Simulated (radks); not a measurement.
The osmium ion Os3+, 73 electrons, occupied as [Xe] 4f14 5d5.

Method: scalar-relativistic Kohn-Sham, PBE, spin-polarised, spherical densities, finite nucleus; open shells are filled with parallel spins first (spin-orbit coupling, left out, can overturn this in heavy ions); Fermi nuclear charge, rms radius 5.4126 fm; computed with a radial shooting solver on a logarithmic mesh with Libxc functionals.

Energy parts (eV):
| part | energy |
|---|---|
| total | -469365.66 |
| kinetic | 520017.38 |
| electron-nucleus | -1160850.32 |
| Hartree | 180649.37 |
| exchange-correlation | -9182.09 |

Orbitals (lengths in bohr, moments of r in powers of bohr; <r^-3> diverges for s and p1/2; r(90%) holds 90 % of the orbital's charge):
| orbital | occ. | eigenvalue (eV) | r(90%) | <r^4> | <r^-3> |
|---|---|---|---|---|---|
| 1s down | 1 | -73876.74 | 0.0323 | 5.124e-07 | - |
| 1s up | 1 | -73876.73 | 0.0323 | 5.124e-07 | - |
| 2s up | 1 | -12892.64 | 0.116 | 0.00007627 | - |
| 2s down | 1 | -12892.32 | 0.116 | 0.00007627 | - |
| 2p up | 3 | -11233.32 | 0.110 | 0.00006063 | 21900 |
| 2p down | 3 | -11233.07 | 0.110 | 0.00006063 | 21900 |
| 3s up | 1 | -3023.808 | 0.284 | 0.002784 | - |
| 3s down | 1 | -3023.708 | 0.284 | 0.002783 | - |
| 3p up | 3 | -2536.350 | 0.291 | 0.003018 | 4934 |
| 3p down | 3 | -2536.235 | 0.291 | 0.003018 | 4934 |
| 3d up | 5 | -1990.992 | 0.273 | 0.002326 | 625.9 |
| 3d down | 5 | -1990.776 | 0.273 | 0.002326 | 625.9 |
| 4s up | 1 | -662.3437 | 0.620 | 0.06416 | - |
| 4s down | 1 | -662.0521 | 0.620 | 0.06415 | - |
| 4p up | 3 | -502.3903 | 0.667 | 0.08562 | 1162 |
| 4p down | 3 | -502.1210 | 0.667 | 0.08552 | 1162 |
| 4d up | 5 | -303.5862 | 0.732 | 0.1230 | 127.3 |
| 4d down | 5 | -303.2696 | 0.731 | 0.1224 | 127.3 |
| 5s up | 1 | -123.0680 | 1.44 | 1.888 | - |
| 5s down | 1 | -120.4711 | 1.43 | 1.826 | - |
| 4f up | 7 | -82.7898 | 0.912 | 0.3264 | 22.88 |
| 5p up | 3 | -82.5013 | 1.69 | 3.518 | 179.8 |
| 4f down | 7 | -82.2233 | 0.902 | 0.3092 | 23.05 |
| 5p down | 3 | -79.1602 | 1.68 | 3.420 | 186.1 |
| 5d up | 5 | -36.4590 | 2.41 | 14.44 | 11.27 |
| 5d down | 0 | -32.5051 | 2.46 | 15.45 | 11.40 |

The highest occupied level is 5d up at -36.459 eV. The density falls to 0.001 e/bohr^3 at r = 3.37 bohr. The electron density at the nucleus is 1.789e+06 e/bohr^3 (large components only). The spin density at the nucleus is -28.66 e/bohr^3 (1s -0.19, 2s -2.54, 3s 0.19, 4s 2.88, 5s -29.00). For comparison, the ionisation energy in NIST's Atomic Spectra Database is 41 eV (theoretical). In exact Kohn-Sham theory the highest level is minus the ionisation energy, but local and semilocal functionals leave it too shallow, through self-interaction and a potential that decays too fast; potentials with the right tail come closer.
